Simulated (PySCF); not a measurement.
C6H13, doublet, at a GFN2-xTB geometry, atoms displaced at random by about 0.03 Å a coordinate; DF-TPSS/STO-3G, gradient in PySCF.

PySCF was given this input:
```python
from pyscf import gto, scf, dft

mol = gto.Mole()
mol.atom = '''
    C    -2.73984771   -0.23070938    0.24805474
    C    -1.82882823    0.36828109   -0.72464182
    C    -0.36670028   -0.03773423   -0.75032779
    C     0.49752282    0.68236183    0.21849703
    C     1.99942446    0.37868692    0.23542854
    C     2.28074095   -1.07596389    0.59964594
    H    -2.42283126   -1.17325342    0.57220088
    H    -3.80020150   -0.32592460   -0.31115610
    H    -2.89962068    0.50576322    1.09047109
    H    -2.06412305    1.18123937   -1.28230924
    H     0.03672430    0.10041974   -1.76021092
    H    -0.30974451   -1.15129982   -0.57230342
    H     0.11459756    0.48298356    1.30921209
    H     0.34156928    1.81988248    0.08494294
    H     2.35184051    0.57915149   -0.80778137
    H     2.56317217    1.14005722    0.83027239
    H     1.89413178   -1.78011795   -0.03158222
    H     1.91625193   -1.26833877    1.59613966
    H     3.38148751   -1.20399889    0.63792153
'''
mol.basis = 'sto-3g'
mol.spin = 1
mol.verbose = 4
mol.build()

mf = dft.UKS(mol)
mf.xc = 'tpss'
mf = mf.density_fit(auxbasis='def2-universal-jkfit')
mf.kernel()
g = mf.nuc_grad_method()
grad = g.kernel()
```

Predict the main parts of the log of this PySCF run.


```
PySCF version 2.14.0

[INPUT] verbose = 4
[INPUT] num. atoms = 19
[INPUT] num. electrons = 49
[INPUT] charge = 0
[INPUT] spin (= nelec alpha-beta = 2S) = 1
[INPUT] symmetry False subgroup None
[INPUT] Mole.unit = angstrom
[INPUT] Symbol           X                Y                Z      unit          X                Y                Z       unit  Magmom
[...]
nuclear repulsion = 239.834194253763
number of shells = 31
number of NR pGTOs = 129
number of NR cGTOs = 43
basis = sto-3g
ecp = {}

******** <class 'pyscf.df.df_jk.DFUKS'> ********
method = DFUKS
initial guess = minao
damping factor = 0
level_shift factor = 0
DIIS = <class 'pyscf.scf.diis.CDIIS'>
diis_start_cycle = 1
diis_space = 8
diis_damp = 0
SCF conv_tol = 1e-09
SCF conv_tol_grad = None
SCF max_cycles = 50
direct_scf = False
number electrons alpha = 25  beta = 24
XC library pyscf.dft.libxc version 7.1.2
    S. Lehtola, C. Steigemann, M. J. T. Oliveira, and M. A. L. Marques,  SoftwareX 7, 1–5 (2018)
XC functionals = tpss
    J. Tao, J. P. Perdew, V. N. Staroverov, and G. E. Scuseria,  Phys. Rev. Lett. 91, 146401 (2003)
    J. P. Perdew, J. Tao, V. N. Staroverov, and G. E. Scuseria,  J. Chem. Phys. 120, 6898 (2004)
    J. Tao, J. P. Perdew, V. N. Staroverov, and G. E. Scuseria,  Phys. Rev. Lett. 91, 146401 (2003)
    J. P. Perdew, J. Tao, V. N. Staroverov, and G. E. Scuseria,  J. Chem. Phys. 120, 6898 (2004)
radial grids:
    Treutler-Ahlrichs [JCP 102, 346 (1995); DOI:10.1063/1.469408] (M4) radial grids

becke partition: Becke, JCP 88, 2547 (1988); DOI:10.1063/1.454033
pruning grids: <function nwchem_prune>
grids dens level: 3
symmetrized grids: False
atomic radii adjust function: <function treutler_atomic_radii_adjust>
small_rho_cutoff = 0
Set gradient conv threshold to 3.16228e-05
tot grids = 212216
init E= -233.727713293248

cycle= 1 E= -233.623753651665  delta_E= 0.104  |g|= 0.168  |ddm|= 3.64
cycle= 2 E= -233.630453703877  delta_E= -0.0067  |g|= 0.147  |ddm|= 0.444
cycle= 3 E= -233.645049243956  delta_E= -0.0146  |g|= 0.0133  |ddm|= 0.216
cycle= 4 E= -233.645150251187  delta_E= -0.000101  |g|= 0.00876  |ddm|= 0.0312
cycle= 5 E= -233.645204265316  delta_E= -5.4e-05  |g|= 0.00142  |ddm|= 0.0134
cycle= 6 E= -233.645206269867  delta_E= -2e-06  |g|= 0.000843  |ddm|= 0.00402
cycle= 7 E= -233.645206775931  delta_E= -5.06e-07  |g|= 0.000149  |ddm|= 0.00138
cycle= 8 E= -233.645206799051  delta_E= -2.31e-08  |g|= 5.05e-05  |ddm|= 0.000337
cycle= 9 E= -233.645206802122  delta_E= -3.07e-09  |g|= 2.42e-05  |ddm|= 0.000142
cycle= 10 E= -233.645206802592  delta_E= -4.69e-10  |g|= 5.93e-06  |ddm|= 4.83e-05
Extra cycle  E= -233.64520680261  delta_E= -1.82e-11  |g|= 5.1e-06  |ddm|= 1.68e-05
converged SCF energy = -233.64520680261  <S^2> = 0.75477161  2S+1 = 2.0047659

******** <class 'pyscf.df.grad.uks.Gradients'> for <class 'pyscf.df.df_jk.DFUKS'> ********
unit = Eh/Bohr
grid_response = False
--------------- DFUKS gradients ---------------
         x                y                z
0 C     0.0960097930    -0.0540278457     0.0252602904
1 C    -0.0573099599     0.0544268778    -0.0166001754
2 C     0.0176507683     0.0549747264     0.0331141673
3 C     0.0121506861    -0.0677625964    -0.0931263486
4 C    -0.0102518029    -0.0205823379     0.0448373236
5 C    -0.0617388613    -0.0447904648    -0.0514586029
6 H    -0.0143087420     0.0451523531    -0.0217801176
7 H    -0.0427776639     0.0011424548    -0.0331223853
8 H     0.0021051754     0.0171406457     0.0010764261
9 H     0.0281190291    -0.0693733487     0.0430788054
10 H    -0.0030566850    -0.0044972302     0.0114078313
11 H    -0.0002536812    -0.0131489874    -0.0009154078
12 H    -0.0086737386    -0.0056630880     0.0365920686
13 H    -0.0065560104     0.0289952498    -0.0007950707
14 H    -0.0023123017     0.0063988940    -0.0039583001
15 H     0.0075623540     0.0134266878    -0.0076477530
16 H     0.0325361606     0.0471330597     0.0531622302
17 H     0.0085168949     0.0061614280    -0.0200346804
18 H     0.0026184267     0.0048625241     0.0009127165
----------------------------------------------
```
